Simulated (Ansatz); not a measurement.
Cost and result for the atomization energy of CH₇BSi₂ (`[SiH3]B1C[SiH2]1`) (11 atoms, 11 bonds).

Cartesian coordinates in Å:
```
Si -0.838 -1.111 1.452
B -0.018 -0.387 -0.206
C -0.435 0.590 -1.245
Si 1.503 0.676 -0.639
H -0.214 -0.491 2.656
H -2.312 -0.903 1.534
H -0.578 -2.577 1.519
H -0.031 0.632 -2.261
H -1.352 1.174 -1.174
H 2.220 0.710 -1.933
H 2.057 1.688 0.298
```

Charge 0, multiplicity 1. Geometry: relaxed with PBE0-D4/def2-TZVP. Program: Ansatz. All runs use 2 threads of an Arm Neoverse V2 on a shared host. Times are those of one run each, without the atoms' runs, and a repeat can differ threefold. Electronic energies, without spin–orbit coupling; frozen cores. CCSD(T)/CBS adds CCSD(T) − MP2 in def2-TZVPP to the MP2 limit, and its time is that of the two runs behind it. T1 = 0.014. B3LYP takes the VWN-RPA correlation (the form of Gaussian; ORCA's B3LYP/G).

CCSD(T)/CBS is a level of theory with its own doubt, some kJ/mol a heavy atom from the limit and from the frozen cores, so smaller differences don't rank the functionals.

```csv
level,functions,wall time
PBE-D4/def2-TZVPP (with forces),244,3.3 s
CCSD(T)/def2-SVP,99,3.7 s
PBE0-D4/def2-TZVPP,244,3.9 s
BHLYP-D4/def2-TZVPP,244,4.1 s
CAM-B3LYP-D4/def2-TZVPP,244,4.4 s
B3LYP-D4/def2-TZVPP (with forces),244,6 s
r2SCANh-D4/def2-TZVPP,244,6.5 s
B2PLYP/def2-TZVPP,244,7 s
ωB97X-V/def2-TZVPP,244,11 s
B97M-V/def2-TZVPP,244,14 s
MP2/def2-QZVPP,464,26 s
CCSD(T)/def2-TZVPP,244,7.1 min
CCSD(T)/CBS(def2),–,7.5 min
```

(1) What atomization energy does each give, and how far from CCSD(T)/CBS? (An estimate is asked.)

## Answers

(1) Ansatz gave: 
```json
{"level": "PBE-D4/def2-TZVPP (with forces)", "atomization (kcal/mol)": "857.4", "difference from CCSD(T)/CBS": "8.9", "per bond": "0.8"}
{"level": "CCSD(T)/def2-SVP", "atomization (kcal/mol)": "802.7", "difference from CCSD(T)/CBS": "-45.8", "per bond": "-4.2"}
{"level": "PBE0-D4/def2-TZVPP", "atomization (kcal/mol)": "851.2", "difference from CCSD(T)/CBS": "2.7", "per bond": "0.2"}
{"level": "BHLYP-D4/def2-TZVPP", "atomization (kcal/mol)": "837.7", "difference from CCSD(T)/CBS": "-10.8", "per bond": "-1.0"}
{"level": "CAM-B3LYP-D4/def2-TZVPP", "atomization (kcal/mol)": "852.6", "difference from CCSD(T)/CBS": "4.1", "per bond": "0.4"}
{"level": "B3LYP-D4/def2-TZVPP (with forces)", "atomization (kcal/mol)": "851.4", "difference from CCSD(T)/CBS": "2.9", "per bond": "0.3"}
{"level": "r2SCANh-D4/def2-TZVPP", "atomization (kcal/mol)": "853.4", "difference from CCSD(T)/CBS": "4.9", "per bond": "0.4"}
{"level": "B2PLYP/def2-TZVPP", "atomization (kcal/mol)": "840.0", "difference from CCSD(T)/CBS": "-8.5", "per bond": "-0.8"}
{"level": "ωB97X-V/def2-TZVPP", "atomization (kcal/mol)": "855.5", "difference from CCSD(T)/CBS": "7.0", "per bond": "0.6"}
{"level": "B97M-V/def2-TZVPP", "atomization (kcal/mol)": "861.1", "difference from CCSD(T)/CBS": "12.6", "per bond": "1.1"}
{"level": "MP2/def2-QZVPP", "atomization (kcal/mol)": "842.5", "difference from CCSD(T)/CBS": "-6.0", "per bond": "-0.5"}
{"level": "CCSD(T)/def2-TZVPP", "atomization (kcal/mol)": "828.5", "difference from CCSD(T)/CBS": "-20.0", "per bond": "-1.8"}
{"level": "CCSD(T)/CBS(def2)", "atomization (kcal/mol)": "848.5", "difference from CCSD(T)/CBS": "0.0", "per bond": "0.0"}
```

From BLYP to BHLYP (50 % exact exchange), in def2-TZVPP and without D4, the atomization energy moves by −1.5 kcal/mol: exact exchange takes away binding that semilocal exchange gives to molecules. In def2-TZVPP, CCSD(T) changes the Hartree–Fock value by +186.7 kcal/mol (the triples alone add +11.0 kcal/mol) and MP2 by +188.9 kcal/mol; breaking electron pairs costs correlation energy, which Hartree–Fock lacks. The D4 term adds +8.8 kcal/mol with B3LYP and +4.6 kcal/mol with PBE0; it sums over pairs of atoms, weighted by their polarisabilities, and B3LYP, whose exchange is more repulsive, gets the larger term.
